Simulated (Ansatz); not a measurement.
Program: Ansatz. Geometries: PBE0-D4/def2-TZVP. ΔE: electronic, gas phase. CCSD(T)/CBS is the MP2 limit (def2-TZVPP, def2-QZVPP) plus CCSD(T) − MP2 in def2-TZVPP, frozen cores. This one scheme is used for every species. DFT in def2-TZVPP. def2 core potentials past Kr. For Sn outer-core shells are correlated without core-valence functions, which leaves a few kJ/mol of doubt a bond. One conformer a species, not always the lowest.

Reaction (ligand exchange at the Si–N bond): `[SiH3]/N=[CH]\[SnH3]` + `O[Si](O)(F)Cl` → `O[Si](F)(Cl)O[SiH3]` + `N=[CH][SnH3]`

`[SiH3]/N=[CH]\[SnH3]`:

Z-matrix (Å, degrees):
```
Si
N 1 1.738
H 1 1.496 2 111.8
H 1 1.483 2 108.1 3 120.5
H 1 1.483 2 108.1 3 -120.5
C 2 1.257 1 127.6 3 0.0
Sn 6 2.202 2 129.2 1 -0.0
H 6 1.102 2 117.6 1 180.0
H 7 1.706 6 111.4 2 61.5
H 7 1.706 6 111.4 2 -61.3
H 7 1.710 6 105.7 2 -179.9
```

`O[Si](O)(F)Cl`:

Cartesian coordinates in Å:
```
O -0.209 -1.124 0.734
Si 0.086 0.304 0.031
O 0.089 0.105 -1.569
F -1.019 1.346 0.481
Cl 1.864 1.104 0.576
H -0.335 -1.159 1.684
H -0.477 -0.576 -1.937
```

`O[Si](F)(Cl)O[SiH3]`:

Cartesian coordinates in Å:
```
O -0.961 1.217 1.995
Si -1.062 0.519 0.543
F -1.771 1.486 -0.489
Cl -2.224 -1.124 0.742
O 0.385 0.148 -0.044
Si 1.287 -0.833 -1.009
H -0.331 1.929 2.119
H 2.712 -0.563 -0.704
H 0.961 -2.251 -0.722
H 1.005 -0.528 -2.432
```

`N=[CH][SnH3]`:

Z-matrix (Å, degrees):
```
Sn
C 1 2.158
H 1 1.709 2 109.2
H 1 1.709 2 109.2 3 -118.2
H 1 1.700 2 108.6 3 120.9
N 2 1.265 1 118.6 3 -120.1
H 2 1.101 1 118.9 3 59.9
H 6 1.024 2 111.7 1 180.0
```

CCSD(T)/CBS gives -69.7 kJ/mol.

(1) Another level gave -70.9 kJ/mol. Which?
A. ωB97X-V/def2-TZVPP
B. PBE/def2-TZVPP
C. CCSD/def2-TZVPP
D. PBE0-D4/def2-TZVPP

Largest T1 diagnostic among the species: 0.015.

Answers

(1) A. ωB97X-V -70.9, CCSD/def2-TZVPP -75.3, PBE0-D4 -61.5, PBE -54.9 kJ/mol.

From PBE to PBE0 (25 % exact exchange), in def2-TZVPP and without D4, ΔE moves by −7.5 kJ/mol. In def2-TZVPP, CCSD(T) changes the Hartree–Fock value by +18.1 kJ/mol (the triples alone add +4.2 kJ/mol) and MP2 by +20.6 kJ/mol.
